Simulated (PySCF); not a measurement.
B(F)(H)(SMe) (CH4BFS), SMILES CSBF.

Geometry optimised at TPSSh-D3(BJ)/def2-SVP. Other conformers were not sampled.

Computed with HF/def2-TZVPD run with PySCF.

Computed frontier levels, gap, dipole moment and polarisability:
The highest occupied level is -10.39 eV and the lowest empty level is 1.31 eV. The orbital gap comes out as 11.70 eV. The dipole moment comes out as 2.66 D and the quadrupole, principal values (traceless, Buckingham form, about the centre of nuclear charge) is -1.02, 0.29, 0.73 D·Å. The mean static polarisability comes out as 46.8 bohr³ (6.93 Å³). The polarisability, principal values is 38.0, 46.5, 55.9 bohr³.
